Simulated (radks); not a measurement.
The numbers below are computed, except where a source is named.
Ionisation of the rubidium ion Rb3+, [Ar] 3d10 4s2 4p4, to [Ar] 3d10 4s2 4p3 as the strength of local exchange is varied. Code: a radial shooting solver on a logarithmic mesh with Libxc functionals. Model: Dirac Kohn-Sham, Slater X-alpha exchange (alpha = 2/3 is LDA exchange), no correlation, spin-unpolarised, spherical densities, point nucleus; open shells are shared between the two j in proportion to 2j + 1.

alpha  E(Rb3+) (hartree)  exchange (hartree)  IE (eV)  -e of the level emptied (eV)  <r> of it (bohr)
0.649        -2969.55838           -90.32902   51.886                44.693 (4p3/2)             1.591
0.667        -2972.06462           -92.90598   52.234                45.028 (4p3/2)             1.587
0.846        -2997.09303          -118.74247   55.756                48.423 (4p3/2)             1.547
0.9          -3004.68103          -126.61164   56.841                49.471 (4p3/2)             1.536
0.981        -3016.09564          -138.48047   58.488                51.064 (4p3/2)             1.519
0.991        -3017.50757          -139.95117   58.693                51.262 (4p3/2)             1.517

NIST Atomic Spectra Database: 52.2 +/- 0.25 eV (semi-empirical). The Delta-SCF value meets it near alpha = 0.67. Spin polarisation and multiplet splitting are left out, so open shells lie too high by an amount that depends on their filling. Sharing an open shell by 2j + 1 raises it above the true ground level by a part of the spin-orbit splitting, which enters the differences from NIST.

Beside tabulated values, note that spin-unpolarised runs miss the spin-polarisation part of the exchange energy of open shells.
